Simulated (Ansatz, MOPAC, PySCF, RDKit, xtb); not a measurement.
Noncovalent pair: SiH4 (SMILES [SiH4]) (first 5 atoms) with CH3I (SMILES CI); geometry from B3LYP-D3(BJ)/def2-TZVP, rigid monomers moved along the line of their centres of mass till Si1···I7 is 3.60 Å.
(charge 0, multiplicity 1):
```xyz
10

Si     0.14233     0.04489    -0.03850
H      1.28925    -0.85688     0.19585
H      0.23097     1.21992     0.85687
H     -1.12633    -0.67200     0.21983
H      0.15633     0.50879    -1.44608
C     -1.86098     0.44185     2.95155
I     -0.21209    -0.86356     3.42347
H     -2.44328    -0.04314     2.17689
H     -2.43760     0.57736     3.85907
H     -1.44017     1.37738     2.60211
```

Counterpoise-corrected where a basis set is named; no monomer relaxation. RDKit's UFF carries no charges.

The state that PM6 reach isn't checked.

The values were computed with Ansatz (Gaussian basis) for Hartree–Fock, density functionals and correlated methods; MOPAC for PM6 (differences of heats of formation); PySCF for the dispersion terms; RDKit for the force fields; xtb for the GFN methods.  In def2 rows elements past Kr take small-core potentials, without spin–orbit coupling.

Q: One of these levels gives 44.2 meV for the interaction energy. Which?
A. UFF
B. GFN-FF
C. PM6
D. r2SCAN-D3(BJ)/def2-TZVPPD

A: A, UFF. The others give 3.7 (GFN-FF), -49.0 (PM6), -28.9 (r2SCAN-D3(BJ)/def2-TZVPPD)

Ansatz is a quantum-chemistry and plane-wave program.
